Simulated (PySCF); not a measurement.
Be(Cl)(OSiH3), SMILES [SiH3][O][Be][Cl] (H3BeClOSi) (PBE0/def2-SVP optimised geometry):

```
7

Be     0.898     0.048     0.000
Cl     2.708     0.048     0.000
O     -0.511     0.043    -0.001
Si    -2.163     0.002     0.023
H     -2.708     1.216    -0.653
H     -2.648    -0.033     1.434
H     -2.649    -1.216    -0.692
```

Computed with PBE0/def2-TZVP (PySCF).

What are the frontier orbital energies and the dipole moment?

HOMO-2 -9.54 eV, HOMO-1 -9.00 eV, HOMO -9.00 eV, LUMO -0.61 eV, LUMO+1 0.75 eV; dipole moment 1.06 D.

On the same geometry PBE/def2-TZVP in PySCF gives HOMO-2 -8.13 eV, HOMO-1 -7.59 eV, HOMO -7.59 eV, LUMO -1.32 eV, LUMO+1 -0.11 eV; dipole moment 1.00 D.

Meta-Löwdin charges at PBE0/def2-TZVP: Be1 1.40, Cl2 -0.66, O3 -1.16, Si4 0.75, H5 -0.11, H6 -0.11, H7 -0.11.
